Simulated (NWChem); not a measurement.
System: ethylene glycol (C2H6O2); SMILES OCCO

Here is an NWChem input.

```
start job
memory heap 200 mb stack 900 mb global 1100 mb
geometry units angstroms noautoz
  O     -0.583103    -1.307559    -0.181237
  C      0.599196    -0.676016     0.254710
  C      0.555306     0.732905    -0.294144
  O     -0.594778     1.398969     0.134841
  H     -0.709594    -2.119064     0.317820
  H      0.645073    -0.629599     1.359940
  H      1.507621    -1.199099    -0.104554
  H      1.434202     1.297666     0.056114
  H      0.616010     0.683022    -1.401475
  H     -1.317427     0.774596    -0.013755
end
basis spherical
  * library def2-tzvpd
end
dft
  xc m06-2x
  iterations 150
  semidirect filesize 400000000
  mulliken
end
task dft energy
```

Excerpt of the output:

```
             Northwest Computational Chemistry Package (NWChem) 7.3.0
             --------------------------------------------------------

 C1  symmetry detected

                             Geometry "geometry" -> ""
                             -------------------------

 Output coordinates in angstroms (scale by  1.889725989 to convert to a.u.)

  No.       Tag          Charge          X              Y              Z
 ---- ---------------- ---------- -------------- -------------- --------------
    1 O                    8.0000    -0.58536387    -1.29833138    -0.17346116
    2 C                    6.0000     0.60183269    -0.67862183     0.26614282
    3 C                    6.0000     0.57207291     0.73174752    -0.27993234
    4 O                    8.0000    -0.57267619     1.40754665     0.14809526
    5 H                    1.0000    -0.72035758    -2.10963646     0.32368972
    6 H                    1.0000     0.64589592    -0.63485755     1.37155483
    7 H                    1.0000     1.50611312    -1.20935338    -0.09235872
    8 H                    1.0000     1.45543682     1.28765478     0.07323781
    9 H                    1.0000     0.63455816     0.68353660    -1.38723832
   10 H                    1.0000    -1.30075959     0.79017973    -0.00322110

 Effective nuclear repulsion energy (a.u.)     134.5608052880

                                 NWChem DFT Module
                                 -----------------

 Summary of "ao basis" -> "ao basis" (spherical)
 ------------------------------------------------------------------------------
       Tag                 Description            Shells   Functions and Types
 ---------------- ------------------------------  ------  ---------------------
 O                         def2-tzvpd               14       40   6s4p3d1f
 C                         def2-tzvpd               13       37   6s3p3d1f
 H                         def2-tzvpd                5        9   3s2p

            General Information
            -------------------
          SCF calculation type: DFT
          Wavefunction type:  closed shell.
          No. of atoms     :    10
          No. of electrons :    34
           Alpha electrons :    17
            Beta electrons :    17
          Charge           :     0
          Spin multiplicity:     1
          Use of symmetry is: off; symmetry adaption is: off
          Maximum number of iterations: 150
          AO basis - number of functions:   208
                     number of shells:    84
          Convergence on energy requested:  1.00D-06
          Convergence on density requested:  1.00D-05
          Convergence on gradient requested:  5.00D-04

              XC Information
              --------------
                       M06-2X Method XC Functional
                     Hartree-Fock (Exact) Exchange  0.540
                        M06-2X Exchange Functional  1.000
                      M06-2X Correlation Potential  1.000

             Grid Information
             ----------------
          Grid used for XC integration:  medium
          Radial quadrature: Mura-Knowles
          Angular quadrature: Lebedev.
          Tag              B.-S. Rad. Rad. Pts. Rad. Cut. Ang. Pts.
          ---              ---------- --------- --------- ---------
          O                   0.60       49          12.0       434
          C                   0.70       49          11.0       434
          H                   0.35       45          12.0       434
          Grid pruning is: on
          Number of quadrature shells:   466
          Spatial weights used:  Erf1

      Superposition of Atomic Density Guess
      -------------------------------------

 Sum of atomic energies:        -227.91037519

      Non-variational initial energy
      ------------------------------

 Total energy =    -229.975873
 1-e energy   =    -576.702255
 2-e energy   =     212.165577
 HOMO         =      -0.355904
 LUMO         =       0.028786

------------------------------------------------------------
EAF file 0: "./job.aoints.0" size=1491075072 bytes
------------------------------------------------------------
               write      read    awrite     aread      wait
               -----      ----    ------     -----      ----
     calls:     2844         0         0         0         0
   data(b): 1.49e+09  0.00e+00  0.00e+00  0.00e+00
   time(s): 0.00e+00  0.00e+00  0.00e+00  0.00e+00  0.00e+00
rate(mb/s): 0.00e+00  0.00e+00
------------------------------------------------------------

     ---------------------------------------------
      Total Density - Mulliken Population Analysis
     ---------------------------------------------

    Atom       Charge   Shell Charges
 -----------   ------   -------------------------------------------------------
    1 O    8     8.69   0.79  1.18  0.59  0.94  0.24 -0.02  1.97  2.14  0.80  0.02  0.00  0.02  0.01  0.00
    2 C    6     6.01   0.86  1.12  0.53  0.65  0.09  0.01  1.11  1.18  0.31  0.03  0.10 -0.00  0.01
    3 C    6     6.09   0.86  1.12  0.53  0.65  0.10  0.01  1.12  1.19  0.32  0.03  0.10  0.04  0.01
    4 O    8     8.68   0.79  1.18  0.59  0.95  0.23 -0.02  1.98  2.14  0.78  0.01  0.00  0.02  0.01  0.00
    5 H    1     0.59   0.20  0.26  0.08  0.04  0.01
    6 H    1     0.85   0.25  0.46  0.10  0.02  0.02
    7 H    1     0.82   0.25  0.47  0.08  0.02  0.02
    8 H    1     0.84   0.25  0.47  0.09  0.02  0.01
    9 H    1     0.86   0.25  0.47  0.10  0.02  0.03
   10 H    1     0.57   0.20  0.26  0.07  0.04  0.00

   convergence    iter        energy       DeltaE   RMS-Dens  Diis-err
 ---------------- ----- ----------------- --------- --------- ---------
 d= 0,ls=0.0,diis     1   -230.1777884190 -3.65D+02  8.79D-03  7.34D-01
 d= 0,ls=0.0,diis     2   -230.1972345322 -1.94D-02  2.26D-03  6.81D-01
 d= 0,ls=0.0,diis     3   -230.2529040641 -5.57D-02  7.07D-04  2.20D-02
 d= 0,ls=0.0,diis     4   -230.2546613413 -1.76D-03  1.96D-04  3.00D-04
 d= 0,ls=0.0,diis     5   -230.2546950289 -3.37D-05  3.77D-05  4.78D-05
  Resetting Diis
 d= 0,ls=0.0,diis     6   -230.2547001249 -5.10D-06  1.13D-05  4.19D-06
 d= 0,ls=0.0,diis     7   -230.2547006202 -4.95D-07  3.57D-06  8.66D-08

         Total DFT energy =     -230.254700620245
      One electron energy =     -580.438357251494
           Coulomb energy =      245.834577123563
    Exchange-Corr. energy =      -30.211725780323
 Nuclear repulsion energy =      134.560805288010

 Numeric. integr. density =       34.000015502518

                       DFT Final Molecular Orbital Analysis
                       ------------------------------------

 Vector   15  Occ=2.000000D+00  E=-4.042378D-01
              MO Center=  9.5D-02,  7.1D-01,  1.5D-02, r^2= 2.4D+00
   Bfn.  Coefficient  Atom+Function         Bfn.  Coefficient  Atom+Function
  ----- ------------  ---------------      ----- ------------  ---------------
   122      0.251232   4 O  py               85     -0.212741   3 C  py
   125      0.207506   4 O  py              119      0.181874   4 O  s
    88     -0.170744   3 C  py               92     -0.168591   3 C  pz
   183     -0.157302   8 H  s                48      0.147739   2 C  py
    91     -0.143115   3 C  py              123      0.135492   4 O  pz

 Vector   16  Occ=2.000000D+00  E=-3.687904D-01
              MO Center=  1.9D-02, -1.0D+00,  4.8D-02, r^2= 1.9D+00
   Bfn.  Coefficient  Atom+Function         Bfn.  Coefficient  Atom+Function
  ----- ------------  ---------------      ----- ------------  ---------------
    55      0.326901   2 C  pz                9     -0.275285   1 O  pz
    12     -0.234908   1 O  pz               15     -0.202016   1 O  pz
    53     -0.202057   2 C  px              166     -0.201215   6 H  s
     8     -0.190058   1 O  py                7      0.177167   1 O  px
   174     -0.165964   7 H  s                11     -0.162594   1 O  py

 Vector   17  Occ=2.000000D+00  E=-3.465464D-01
              MO Center= -1.3D-01,  9.2D-01, -8.1D-02, r^2= 2.0D+00
   Bfn.  Coefficient  Atom+Function         Bfn.  Coefficient  Atom+Function
  ----- ------------  ---------------      ----- ------------  ---------------
   123      0.353737   4 O  pz               92     -0.311607   3 C  pz
   126      0.302372   4 O  pz               45      0.294533   2 C  s
   129      0.254651   4 O  pz              193     -0.212569   9 H  s
   192      0.161692   9 H  s                86     -0.154567   3 C  pz
   122     -0.143728   4 O  py               48     -0.131503   2 C  py

 Vector   18  Occ=0.000000D+00  E= 4.310864D-03
              MO Center= -4.7D-01, -2.0D+00,  5.0D-01, r^2= 9.4D+00
   Bfn.  Coefficient  Atom+Function         Bfn.  Coefficient  Atom+Function
  ----- ------------  ---------------      ----- ------------  ---------------
    45      3.102783   2 C  s                46      2.829479   2 C  s
     6     -2.582793   1 O  s               184     -1.703598   8 H  s
   166     -1.603412   6 H  s                17     -1.198957   1 O  py
    90      1.146352   3 C  px               83      1.092641   3 C  s
    16     -0.824530   1 O  px               82      0.823740   3 C  s

 Vector   19  Occ=0.000000D+00  E= 3.192880D-02
              MO Center=  1.2D+00,  3.5D-01, -3.9D-01, r^2= 1.2D+01
   Bfn.  Coefficient  Atom+Function         Bfn.  Coefficient  Atom+Function
  ----- ------------  ---------------      ----- ------------  ---------------
   175     -4.327100   7 H  s               120     -4.281547   4 O  s
    82      4.231612   3 C  s                83      4.202241   3 C  s
   184     -3.623392   8 H  s                45      2.664917   2 C  s
   193     -2.056648   9 H  s               157      1.955562   5 H  s
     6     -1.897494   1 O  s               202      1.764656  10 H  s

[...]
```

Level: M06-2X/def2-TZVPD. Geometry: optimised at PBE0/def2-SVP.
